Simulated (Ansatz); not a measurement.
Cost and result up the ladder for GeH2Me(OMe) (C₂H₈GeO) (12 atoms). The state is a singlet with charge 0. Geometry: PBE-D4/def2-SVP.

```xyz
12

C    -0.966   -1.706    0.973
C     1.486    1.442   -0.676
Ge   -0.753   -0.091   -0.102
O     1.007    0.306    0.008
H    -1.570    1.116    0.458
H    -1.118   -0.314   -1.603
H    -2.027   -2.025    0.984
H    -0.639   -1.510    2.012
H    -0.350   -2.522    0.551
H     1.333    1.384   -1.782
H     2.580    1.525   -0.497
H     1.017    2.394   -0.325
```

Ansatz on 2 threads of Arm Neoverse V1 on a shared host. Times are rough, and most runs start from the orbitals of an earlier one. r2SCAN0-D4/def2-TZVP serves as the yardstick here, not as an exact answer. Differences are given only for rows in sets of like size (and for xTB, whose basis is part of the method), since another set adds its own error. Binding counts from free atoms at the same level (C triplet, Ge triplet, O triplet, H doublet; other spins of the atoms weren't run), without zero-point energy or a counterpoise term.

LC-ωPBE has ω = 0.4 bohr⁻¹. Correlated methods freeze 12 core orbitals; core or outer-core shells of Ge are correlated, in sets that lack core-valence functions. The rows differ in basis, and correlated rows in double-zeta sets carry the largest basis error.

Correlated methods converge slowly with the basis, most of all in double-zeta sets.

```tsv
level	functions	wall time	binding energy per atom (eV)	difference from r2SCAN0-D4/def2-TZVP (eV)
HF/STO-3G	41	0.25 s	3.45	–
PBE-D4/def2-SVP	114	1.9 s	3.67	–
PBE0-D4/def2-SVP	114	2.3 s	3.62	–
PBE-D4/def2-TZVP (with forces)	189	4 s	3.65	0.08
MP2/def2-TZVP	189	4 s	3.52	-0.05
LC-ωPBE/def2-TZVP	189	4.2 s	3.60	0.02
PBE0-D4/def2-TZVP	189	5 s	3.60	0.03
r2SCAN-D4/def2-TZVP	189	7.5 s	3.62	0.05
r2SCAN0-D4/def2-TZVP	189	8 s	3.58	0.00
B97M-V/def2-TZVP	189	16 s	3.63	0.05
CCSD(T)/def2-SVP	114	20 s	3.45	–
```
